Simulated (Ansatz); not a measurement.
```json
{"atom": "C", "x (Å)": "0.0432", "y (Å)": "-0.0472", "z (Å)": "-0.6826"}
{"atom": "O", "x (Å)": "0.0315", "y (Å)": "-0.0475", "z (Å)": "0.6784"}
{"atom": "H", "x (Å)": "-0.0464", "y (Å)": "0.8526", "z (Å)": "0.9970"}
{"atom": "H", "x (Å)": "0.0444", "y (Å)": "-1.0439", "z (Å)": "-1.1296"}
{"atom": "H", "x (Å)": "-0.4060", "y (Å)": "0.7948", "z (Å)": "-1.2116"}
```

Basis set: cc-pVDZ (spherical functions). Left uncorrelated: 2 orbitals. Charge 0, multiplicity 2.

Computed with Ansatz (development build ahead of 0.2.0); each method stands on the lowest determinant of its kind that the runs found.

Problem. Give the atomization energy at this shape (free ground-state atoms in the same class of orbitals less the molecule, no zero-point energy) of doublet CH₃O by UHF-MP2, UHF.

Solution.

```tsv
method	atomization energy
UHF-MP2	378.37 kcal/mol
UHF	280.75 kcal/mol
```
